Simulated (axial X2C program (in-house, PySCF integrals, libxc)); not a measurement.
PtB: cheaper levels and CCSD(T), with spin–orbit coupling

All values were computed with an in-house all-electron X2C program for linear molecules (integrals from PySCF). Two-component (2c) means X2C with spin–orbit coupling and atomic mean-field two-electron Coulomb and Gaunt terms. Basis: Pt dyall-cv3z [13s14p9d6f4g], B dyall-v3z [7s6p2d1f] (cores contracted in-house); Gaussian nuclei, density fitting, unrestricted open shells. Masses: Pt 194.965 u, B 11.009 u.

State: Ω = 1/2 (⟨Sz⟩ = 0.52, ⟨Lz⟩ = -0.02 at HF); fragments Pt + B.

| level | Re (Å) | ωe (cm⁻¹) | De (eV) |
| --- | --- | --- | --- |
| PBE0 | 1.752 | 924.7 | 5.24 |
| HF | 1.776 | 807.4 | 2.22 |
| MP2 | 1.725 | 1102.7 | 5.87 |
| CCSD | 1.752 | 932.2 | 4.71 |
| B3LYP | 1.761 | 906.5 | 5.08 |

Correlated methods: 13 electrons correlated (number of frozen shells: Pt 5 s, 4 p, 2 d, 1 f; B 1 s), 269 virtual spin orbitals or spinors in MP2, 90 natural virtuals in coupled cluster.

CCSD(T), same Hamiltonian and basis:

Re = 1.759 Å, ωe = 940.7 cm⁻¹; T1 = 0.036 (Lee–Taylor normalisation).

**Question.** Give the differences from CCSD(T) in the columns below.

**Answer.** 

```csv
level,ΔRe (Å),Δωe (cm⁻¹)
PBE0,-0.007,-16
HF,0.017,-133
MP2,-0.034,162
CCSD,-0.007,-8
B3LYP,0.002,-34
```

The state is a single determinant with fixed occupations, the lowest that a limited PBE0 search found. Dissociation energies refer to the lowest single-determinant-based atoms at the same level and basis. De is not given where an atomic determinant may have missed its ground term or J level, or where the truncated virtual space spoils (T). Density functionals use the spin component along the axis (collinear). Coupled cluster ran in a truncated set of natural virtual spinors; the MP2 energy of the rest was added. (T) has no such correction and the atoms are truncated less, which lowers De at CCSD(T) by a hundredth of an eV or more. In 2c an atomic determinant is not the ground J level, so De misses part of the atomic spin–orbit lowering. This holds for PBE0, MP2, CCSD, B3LYP. Without a current term, density functionals place determinants with orbital angular momentum somewhat too high. Some points did not converge and are left out. The determinant is spin-polarised beyond a pure state at some levels (its spin-free form has ⟨S²⟩ too high), which makes Re and μ there less reliable.
